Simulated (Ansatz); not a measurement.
`[F][In]([F])[Br]`. Charge 0, multiplicity 1. In takes the def2 core potential.

Z-matrix (Å, degrees):
```
In
F 1 1.925
Br 1 2.413 2 123.2
F 1 1.925 2 113.7 3 -180.0
```

(1) What are the harmonic wavenumbers in cm⁻¹ at PBE0-D4/def2-TZVP (Ansatz, finite differences of forces, unscaled)? (Estimate.)

(2) Is this a minimum?

(3) Give the ideal-gas thermochemistry at 298.15 K and 1 bar (rigid rotor, harmonic oscillator; point group C2v, symmetry number 2).

Results:

(1) Computed: 86, 124, 134, 272, 613, 623.

(2) Yes, all 6 modes are real.

(3) Zero-point energy 11.1 kJ/mol; H(298) − E = 28.6 kJ/mol; entropy 340.1 J/(mol·K), of which translation 176.8, rotation 112.7, vibration 50.6; G(298) − E = -72.9 kJ/mol. Modes under 100 cm⁻¹ are hindered rotations or soft bends, so the harmonic entropy is rough.
